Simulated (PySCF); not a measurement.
## ZrN₂, singlet: structure and spectrum

Method: PBE0/[Zr def2-TZVP with ECP28, N def2-TZVP], scalar-relativistic core potentials, density fitting, no spin–orbit coupling, PySCF.

The structure is a minimum.

```xyz
3
charge 0 multiplicity 1, angstrom
Zr    0.0000    0.0000   -0.4753
N     0.5964    0.0000    1.5258
N    -0.5964    0.0000    1.5258
```

```json
{
 "Point group": "C2v",
 "Bond lengths": "N–N 1.193 Å, Zr–N 2.088 Å (×2)",
 "Bond angles": "N–N–Zr 73.4° (×2), N–Zr–N 33.2°",
 "Atomisation energy without zero-point energy": "984 kJ/mol",
 "Entropy at 298.15 K and 1 bar": "262.8 J/(mol K)",
 "Principal quadrupole moments (Buckingham, traceless) about the centre of mass": "-1.56, -1.33, 2.89 D Å",
 "Heat capacity Cp at 298.15 K": "42.9 J/(mol K)",
 "Zero-point energy": "17.0 kJ/mol",
 "Enthalpy at 298.15 K above 0 K": "10.94 kJ/mol",
 "Principal polarisabilities": "103.1, 118.9, 121.3 bohr³",
 "Rotational symmetry number": "2",
 "Dipole moment": "2.64 D",
 "Rotational constants": "1.692, 0.1971, 0.1766 cm⁻¹",
 "Lowest empty level": "-3.05 eV",
 "Highest occupied level": "-4.94 eV"
}
```

Harmonic modes (masses in u: Zr 89.905, N 14.003):
```
symmetry  ω (cm⁻¹)  IR (km/mol)  μ (u)
      a1       474          0.1  17.47
      b2       629         19.5  14.30
      a1      1736          200  14.04
```

In C2v the vibrations span 2a1 + b2. Here b1 is antisymmetric to the molecular plane and b2 lies in it.

Charges (e):
| atom | Mulliken | Löwdin | polar tensor | Mayer order to Zr1 |
| --- | --- | --- | --- | --- |
| Zr1 | 0.39 | 0.22 | 0.30 | – |
| N2,3 | -0.20 | -0.11 | -0.15 | 0.96 |
Other Mayer orders above 0.3: N–N 1.85.

Mulliken populations on Zr1 (electrons outside its core potential): s 3.43, p 6.17, d 1.97, f 0.03.

This need not be the most stable arrangement of these atoms. At this level a broken-symmetry Ms = 0 minimum of C2v symmetry lies 40 kJ/mol below this structure. At the minimum of this search the closed-shell solution is unstable towards spin polarisation, so a lower open-shell solution exists.

The final relaxation and frequency run took 18 s on 2 threads of a shared Arm Neoverse V2 host, with 102 basis functions and 8 gradients; the process peaked at 0.99 GiB.
